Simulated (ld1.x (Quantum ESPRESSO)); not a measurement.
# PBEsol TM dataset for cadmium (Cd), scalar-relativistic all-electron reference.

| Property | Result |
| --- | --- |
| Element | Cd |
| Generator | ld1.x (Quantum ESPRESSO) 7.5 |
| Type | norm-conserving Troullier–Martins (Kleinman–Bylander form) |
| Functional | PBEsol |
| Relativity | scalar-relativistic |
| Frozen core | [Ar] 3d10 4s2 |
| Valence charge | 18 |
| Reference configuration | 4p6 4d10 5s0 5p0 (charge +2) |
| Partial waves | 4p (bound): rc 1.45 bohr; 4d (bound): rc 1.80 bohr; 5s (bound, empty): rc 1.70 bohr |
| Local potential | the s channel |
| Core correction | a·sin(br)/r model core, default radius (core density twice the valence density) |

All-electron outer shells of the reference configuration (PBEsol, scalar-relativistic, ld1.x):

| shell | level (eV) | outermost node (bohr) | outermost maximum (bohr) |
| --- | --- | --- | --- |
| 4s | -124.71 | 0.43 | 0.79 |
| 4p | -85.82 | 0.43 | 0.84 |
| 4d | -30.44 | 0.42 | 0.98 |
| 5s | -21.22 | 1.06 | 2.15 |
| 5p | -14.43 | 1.18 | 2.60 |

(1) Estimate the cutoffs (Ry, on a coarse ladder) from which the occupation-weighted sum of valence levels, in a spherical-Bessel basis at the reference potential, stays within 10 and 1 mRy of its value at 400 Ry.

(2) What does a ghost test show?

(3) Tests: 4p6 4d10 5s2 5p0; 4p6 4d10 5s1 5p0; 4p6 4d9 5s0 5p0; 4p6 4d10 5s1.5 5p0; 4p6 4d8 5s0 5p0; 4p6 4d9 5s2 5p1; 4p6 4d10 5s1 5p1. Which has the largest error in its energy relative to the reference configuration, and how large is it?

Answers

(1) 70 Ry and 110 Ry.

(2) No extra level below or beside the all-electron valence levels (p, d, s, f tested).

(3) 4p6 4d9 5s2 5p1, with -919 meV (all-electron minus pseudo) on -13.76 eV.
